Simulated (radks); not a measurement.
These are the eigenvalues of the occupied orbitals of an atom or ion with whole-number occupations (eV). All-electron calculation, non-relativistic Kohn-Sham, LDA (Slater exchange, Perdew-Wang correlation), spin-polarised, spherical densities, point nucleus. Program: a radial shooting solver on a logarithmic mesh with Libxc functionals.

orbital  eigenvalue
1s up     -847.0435
1s down   -846.0062
2s up      -55.4367
2s down    -53.5267
2p up      -32.7520
2p down    -30.7887
7f up       -0.2295

Which element is it, and in what charge state? The configuration may be excited. Open shells, if any, are filled with parallel spins first.

Answer. Z = 10, neon, charge 0: Ne in [He] 2s2 2p5 7f1. The list shows which subshells hold electrons but not how many an open one holds; the 1s level, -31.128 hartree, gives Z - s = 7.9 by -(Z - s)^2/2, which with screening narrows Z to a few neighbours, and the depths of the outer levels then fix element, charge and occupations together.
